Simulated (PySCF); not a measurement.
C6H11N (charge +1 and doublet state).
Numbering: `[CH3:1][C:2]1=[CH:3][C@@H:4]([CH2:5][NH2+:6])[CH2:7]1` (hydrogens: H8, H9, H10 on C1; H11 on C3; H12 on C4; H13, H14 on C5; H15, H16 on N6; H17, H18 on C7)

Cartesian coordinates in Å at the GFN2-xTB level; atoms count from 1:
```
atom  x, y, z in Å
C1     2.840   -0.062   -0.114
C2     1.392   -0.003    0.051
C3     0.405    0.849   -0.363
C4    -0.617    0.234    0.515
C5    -1.851   -0.390   -0.259
N6    -2.811    0.541   -0.651
C7     0.464   -0.805    0.920
H8     3.286   -0.813    0.531
H9     3.302    0.909    0.069
H10    3.068   -0.302   -1.158
H11    0.362    1.665   -1.060
H12   -1.002    0.857    1.321
H13   -2.285   -1.091    0.464
H14   -1.474   -0.932   -1.127
H15   -3.328    1.045    0.052
H16   -2.767    0.964   -1.564
H17    0.742   -0.844    1.972
H18    0.266   -1.815    0.569
```

The hyperfine couplings belong to this conformer and change with its torsions.

The calculation used PySCF, UKS B3LYP, pcH-1 on C H N, non-relativistic, mean-field spin-orbit, GIAO. The structure is a single GFN2-xTB conformer in the gas phase; no vibrational or solvent corrections. GFN2-xTB frequencies show an imaginary mode (86i cm⁻¹), so this geometry is no minimum at that level. The geometry wasn't refined by DFT: couplings that depend on bond lengths, twists or pyramidal angles can differ widely from those at the functional's own minimum, by a factor of two or more for some ions and for spin on atoms past the first row. The SCF solution wasn't tested for stability.

(1) Match the computed a_iso(13C) values +11.8, -11.4, +8.8, -6.6, +3.0, -2.6 MHz with the sites C1; C2; C3; C4; C5; C7.

Results:

(1) 
```
site  a_iso (MHz)  ρ(0) (bohr⁻³)         position  distance from N6 (Å)  spin population  largest |T| (MHz)
  C1         -2.6        -0.0023  5 bonds from N6                  5.71             0.00                4.7
  C2        +11.8        +0.0105  4 bonds from N6                  4.30            +0.20               35.3
  C3         +8.8        +0.0079  3 bonds from N6                  3.24            +0.21               36.4
  C4         +3.0        +0.0026  2 bonds from N6                  2.50            +0.06               26.8
  C5        -11.4        -0.0101   1 bond from N6                  1.39            +0.03               22.7
  C7         -6.6        -0.0059  3 bonds from N6                  3.87             0.00                3.8
```

ρ(0) is the spin density at the nucleus and T the dipolar tensor; entries for several nuclei are means. Largest spin populations (Mulliken): N6 (+0.43), C3 (+0.21), C2 (+0.20) and C4 (+0.06). Three atoms exceed +0.15.

Class means assume fast exchange of nuclei equivalent by connectivity; if that motion is slow, each nucleus keeps its own coupling. H15 and H16 aren't averaged: N6 is flat or nearly so (angle sum 356°), and its turn about the short N6–C5 bond (1.39 Å) is taken as slow. The three 1H nuclei of mean +29.9 MHz run from -1.2 to 63.6 MHz in the frozen geometry.

N6, the radical centre as drawn in `CC1=C[C@@H](C[NH2+])C1`, holds a spin population of +0.43 out of 1.
